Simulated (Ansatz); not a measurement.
CH3FSn, singlet, geometry from GFN2-xTB (such geometries of metal compounds can be far from the true shape) (core potentials on Sn); PBE0/def2-TZVP in Ansatz (a first-principles code).

Input for Ansatz:
Ansatz 0.2 input:
```yaml
crystal:
  periodic: [false, false, false]
  atoms:
    - {symbol: Sn, position_ang: [0.00308051, -0.06999553, 0.39894181]}
    - {symbol: F, position_ang: [-0.51616396, -1.35906979, -1.12469428]}
    - {symbol: C, position_ang: [0.47150586, 1.65299782, -1.00287197]}
    - {symbol: H, position_ang: [0.52911049, 2.63157791, -0.51923793]}
    - {symbol: H, position_ang: [-0.29360930, 1.70487742, -1.78182082]}
    - {symbol: H, position_ang: [1.42691372, 1.47696210, -1.50655149]}
basis:
  gaussian:
    orbitals: def2-TZVP
hamiltonian:
  xc: pbe0
```

What the program printed (banner, timings and long lists left out):

```
Functional definition: PBE0
929 factors; their error is unknown
mean field evaluation 1: about -9622.8990 eV, gradient 6.8e1 eV
mean field evaluation 2: about -9582.0076 eV, gradient 1.6e2 eV
mean field evaluation 4: about -9632.5623 eV, gradient 1.1e1 eV
mean field evaluation 8: about -9632.8773 eV, gradient 3.0e-1 eV
mean field evaluation 16: about -9632.8774 eV, gradient 4.7e-5 eV
mean field -9632.87739992 eV, -354.0017150481 hartree, gradient 4.7e-5 eV, S^2 0.000000; 0 other end points of the search recorded, 0 dependent functions left out
reference -9632.87742868 eV, -354.0017161050 hartree; 20, 20 occupied and 110, 110 virtual orbitals, 929 factors
Total energy: -9632.87742868 eV, -354.0017161050 hartree
```
